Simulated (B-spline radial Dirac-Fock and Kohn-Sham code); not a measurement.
Method: independent-particle rates on relativistic LDA orbitals of the hole state (multipoles up to L = 3, Coulomb Auger matrix elements, transition energies from Dirac-Fock). Computed with a radial B-spline solver.

**Question.** A single inner-shell vacancy in a neutral atom gives this computed emission spectrum. Which element, which hole, and which lines?

| energy (eV) | relative intensity |
| --- | --- |
| 442.6 | 21.6 |
| 516.7 | 11.2 |
| 516.7 | 100.0 |
| 519.9 | 2.3 |

**Answer.** Vanadium (Z = 23), hole in L3 (2p3/2). In order of rising energy the lines are Lℓ (L3-M1), Lα2 (L3-M4), Lα1 (L3-M5), Lβ6 (L3-N1).
